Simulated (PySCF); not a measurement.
PySCF input for digallium oxide (Ga₂O), SMILES [Ga][O][Ga] (connectivity only; charge and spin as stated), neutral, multiplicity 1, PBE-D3(BJ)/def2-TZVP. The structure is a stationary point at PBE-D3(BJ)/def2-TZVP.

```python
import numpy as np
from pyscf import gto, scf, dft, df
from pyscf.hessian import thermo

mol = gto.M(
    atom='''
    Ga    0.00000000    0.00000000   -1.82525308
    O     0.00000000    0.00000000    0.00000000
    Ga    0.00000000    0.00000000    1.82525308
    ''',
    basis='def2-TZVP',
    charge=0,
    spin=0,
    max_memory=1600,
    verbose=3,
)
mf = dft.RKS(mol, xc='pbe').density_fit(auxbasis='def2-universal-jkfit')
mf.disp = 'd3bj'
mf.grids.level = 3
mf.conv_tol = 1e-11
mf.max_cycle = 100
mf.kernel()

# [left out here: the lines that compute and print the analytic Hessian (its translational invariance restored by hand, since the grid's response is missing), thermochemistry and intensities]
```

Output:

```
converged SCF energy = -3924.39492908646

WARN: DFTD3 does not support analytical Hessian, using finite difference


WARN: Mole.unit (angstrom) is changed to Bohr

Mode                                 0                   1                   2
Irrep
Freq [cm^-1]                       62.4372             62.4372            278.6043
Reduced mass [au]                  17.3771             17.3771             69.7230
Force const [Dyne/A]                0.0399              0.0399              3.1886
Char temp [K]                      89.8332             89.8332            400.8495
Normal mode                   x     y     z       x     y     z       x     y     z
       0  Ga                -0.03 -0.00  0.00   -0.00  0.03 -0.00   -0.00  0.00 -0.08
       1   O                 0.24  0.01 -0.00    0.01 -0.24  0.00    0.00 -0.00  0.00
       2  Ga                -0.03 -0.00 -0.00   -0.00  0.03 -0.00   -0.00  0.00  0.08
Mode                                 3
Irrep
Freq [cm^-1]                      797.4789
Reduced mass [au]                  17.3771
Force const [Dyne/A]                6.5113
Char temp [K]                    1147.3946
Normal mode                   x     y     z
       0  Ga                -0.00 -0.00 -0.03
       1   O                 0.00  0.00  0.24
       2  Ga                -0.00 -0.00 -0.03
temperature 298.1500 [K]
pressure 101325.00 [Pa]
Rotational constants [GHz] inf 1.08784 1.08784
Symmetry number 2
Zero-point energy (ZPE) 0.00274 [Eh]   7183.321 [J/mol]
                           tot       elec      trans        rot        vib
Entropy [J/mol/K]       290.123      0.000    171.682     74.472     43.969
Cv [J/mol/K]             47.198      0.000     12.472      8.314     26.411
Cp [J/mol/K]             55.512      0.000     20.786      8.314     26.411
Internal energy [J/mol]                      3718.434   2478.956  12814.688
Internal energy [Eh]   -3924.38769  -3924.39493
Enthalpy [J/mol]                             6197.391   2478.956  12814.688
Enthalpy [Eh]          -3924.38674
Gibbs free energy [J/mol]                  -44989.481 -19724.973   -294.694
Gibbs free energy [Eh] -3924.41969
mode   freq/cm-1   IR/(km/mol)
   1       62.44         3.158
   2       62.44         3.158
   3      278.60         0.000
   4      797.48       660.497
max |gradient| / (hartree/bohr): 3.3191688485787114e-05
APT charges: [ 0.5916 -1.1832  0.5916]
```

The run converged.

Cost: about 40 core-seconds (a rough figure).
